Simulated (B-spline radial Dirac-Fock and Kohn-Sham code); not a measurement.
# Bi⁺: photoemission with 12000 eV photons

System: the Bi⁺ ion in the configuration [Xe] 4f14 5d10 6s2 6p2.

Input of the calculation (task.json; shells as n, l, electrons):

```json
{"items": [{
  "Z": 83,
  "q": 1,
  "cfg": [[1, 0, 2], [2, 0, 2], [2, 1, 6], [3, 0, 2], [3, 1, 6], [3, 2, 10], [4, 0, 2], [4, 1, 6], [4, 2, 10], [4, 3, 14], [5, 0, 2], [5, 1, 6], [5, 2, 10], [6, 0, 2], [6, 1, 2]],
  "A": 209,
  "rrms": 5.5211,
  "do": ["binding", "quiet", "photo", "scan"],
  "hv": [60, 63.4, 100, 107.0, 300, 411.0, 800, 1486.9, 1540.0, 4840.0, 12000, 15000, 24000.0, 94000.0, 100000, 119000.0]
}]}
```

Run with: `python xray_run.py task.json out`

Calculated with a radial atomic solver, using independent-particle photoionisation in a Dirac-Hartree-Slater potential with a Latter tail, all multipoles, thresholds from Dirac-Fock ΔSCF. The asymmetry parameter β is from the dipole term alone. Kinetic energies are from the vacuum level. Open shells are spread statistically over j, without multiplet splitting.

```
subshell  electrons  binding (eV)  kinetic (eV)   σ (kb)     β
      3s          2        4023.9        7976.1     3.29  1.91
   3p1/2          2        3718.8        8281.2     4.19  1.57
   3p3/2          4        3200.2        8799.8        ?     ?
   3d3/2          4        2706.2        9293.8     3.39  1.24
   3d5/2          6        2598.0        9402.0     4.31  1.10
      4s          2         962.9       11037.1    0.916  1.92
   4p1/2          2         829.9       11170.1     1.03  1.59
   4p3/2          4         701.2       11298.8     1.65  1.72
   4d3/2          4         485.0       11515.0    0.737  1.23
   4d5/2          6         461.0       11539.0    0.936  1.06
   4f5/2          6         178.1       11821.9   0.0704  0.69
   4f7/2          8         172.8       11827.2   0.0847  0.66
      5s          2         184.9       11815.1    0.205  1.92
   5p1/2          2         137.0       11863.0    0.205  1.59
   5p3/2          4         112.5       11887.5    0.317  1.73
   5d3/2          4         43.15       11956.9   0.0990  1.23
   5d5/2          6         40.16       11959.8    0.123  1.06
      6s          2         25.33       11974.7   0.0301  1.92
   6p1/2       0.67         16.38       11983.6  0.00758  1.59
   6p3/2       1.33         14.04       11986.0   0.0111  1.73
```

Q: What are σ and β for 3p3/2?

A: σ = 6.94 kb, the largest of all subshells and 24 % of the total, and β = 1.71.
